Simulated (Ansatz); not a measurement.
Ideal-gas functions of CSe$_{2}$ (`[Se]=C=[Se]`) at 298.15 K and 1 bar, from an Ansatz frequency run at PBE0-D4/def2-TZVP.

Molar mass 169.93 g/mol, point group D∞h (symmetry number 2), electronic degeneracy 1, moments of inertia 450.137 u Å². Harmonic wavenumbers (cm⁻¹, unscaled): 329, 329, 392, 1362.

Use S(trans) = R[1.5 ln M + 2.5 ln T − 1.1517]; rotational temperatures θ = 24.2544 K / I; S(rot) = R[ln(T/σθ) + 1]; for each mode x = 1.438777 ν̃/T, S = R[x/(eˣ − 1) − ln(1 − e⁻ˣ)] and H = RT x/(eˣ − 1); 1 cm⁻¹ = 0.0119627 kJ/mol; R = 8.31446 J/(mol·K).

Problem. By hand: the entropy, in J/(mol·K).

Solution. Translation 172.9. Rotation: θ = 0.0539 K, giving 74.2. Vibration, mode by mode: 5.29, 5.29, 4.15, 0.09, in all 14.8. Electronic 0.0. Sum 261.9 J/(mol·K).

Problem. By hand: H − E and G − E in kJ/mol, counted from the electronic energy.

Solution. Zero-point energy ½ × 2412 × 0.0119627 = 14.4; thermal vibration 2.9; translation, rotation and pV give 3.5 RT = 8.7. H − E = 26.0 kJ/mol, and G − E = 26.0 − 298.15 × 261.9/1000 = -52.1 kJ/mol.

Vibration gives 6 % of the entropy.
